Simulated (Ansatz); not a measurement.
```
atom    x (Å)   y (Å)    z (Å)
   C  -0.0061  0.0209  -0.4518
   C   0.0100  0.0967   0.5398
```

Basis set: STO-3G (spherical functions). Correlated methods keep 2 orbitals frozen. Charge 0, multiplicity 1.

Computed with Ansatz (development build ahead of 0.2.0); each method stands on the lowest determinant of its kind that the runs found. Restricted open shells among the atoms or ions are ROHF, correlated in semicanonical orbitals with singles.

**Question.** Give the atomization energy at this shape (free ground-state atoms in the same class of orbitals less the molecule, no zero-point energy) of singlet C2 by RHF-MP2, RHF.

**Answer.**

| method | atomization energy |
| --- | --- |
| RHF-MP2 | 0.63 eV |
| RHF | -4.32 eV |

Caution: no unrestricted run beside it, a lower state can exist; the shape is not the minimum. Caution for RHF: the molecule lies well above its atoms at this level.

This basis has no polarisation functions and is too small for such energies, which can lie far from measured ones in either direction.
